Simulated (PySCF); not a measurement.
C₂H₇BO₂. Atoms are numbered in the order given.

```xyz
12

B      0.0016     0.5943     0.0000
C      0.7721    -0.7855     0.0000
C     -0.1113    -2.0264     0.0000
H      1.4506    -0.7969     0.8744
H      1.4506    -0.7969    -0.8744
H     -0.7685    -2.0456    -0.8825
H     -0.7685    -2.0456     0.8825
H      0.4785    -2.9562     0.0000
O     -1.3573     0.6084     0.0000
H     -1.6969     1.5106     0.0000
O      0.6425     1.8051     0.0000
H      1.5998     1.7225     0.0000
```

The structure is a stationary point at PBE0-D3(BJ)/def2-SVP. Other conformers were not sampled.

Level of theory: r2SCAN/def2-TZVP run with PySCF.

Atomic charges (e):

```json
[
 {"atom": "B1", "IAO": "0.53", "Mulliken": "0.34"},
 {"atom": "C2", "IAO": "-0.44", "Mulliken": "-0.31"},
 {"atom": "C3", "IAO": "-0.41", "Mulliken": "___"},
 {"atom": "H4", "IAO": "0.14", "Mulliken": "___"},
 {"atom": "H5", "IAO": "0.14", "Mulliken": "___"},
 {"atom": "H6", "IAO": "0.14", "Mulliken": "0.11"},
 {"atom": "H7", "IAO": "0.14", "Mulliken": "0.11"},
 {"atom": "H8", "IAO": "0.14", "Mulliken": "0.10"},
 {"atom": "O9", "IAO": "-0.56", "Mulliken": "-0.44"},
 {"atom": "H10", "IAO": "0.37", "Mulliken": "___"},
 {"atom": "O11", "IAO": "-0.58", "Mulliken": "-0.45"},
 {"atom": "H12", "IAO": "0.37", "Mulliken": "___"}
]
```

What belongs in the gaps? (The exact figures need the calculation; the answer reports its results.)


- C3, Mulliken: -0.29
- H4, Mulliken: 0.10
- H5, Mulliken: 0.10
- H10, Mulliken: 0.32
- H12, Mulliken: 0.32

Computed Mayer and Wiberg (Löwdin basis) orders of the bonds:
| bond | Mayer | Wiberg |
|---|---|---|
| B1–C2 | 1.02 | 1.21 |
| C2–C3 | 0.97 | 1.28 |
| C2–H4 | 0.94 | 0.80 |
| C2–H5 | 0.94 | 0.80 |
| C3–H6 | 0.98 | 0.90 |
| C3–H7 | 0.98 | 0.90 |
| C3–H8 | 0.97 | 0.91 |
| B1–O9 | 1.32 | 1.99 |
| O9–H10 | 0.87 | 0.94 |
| B1–O11 | 1.29 | 1.96 |
| O11–H12 | 0.88 | 0.95 |
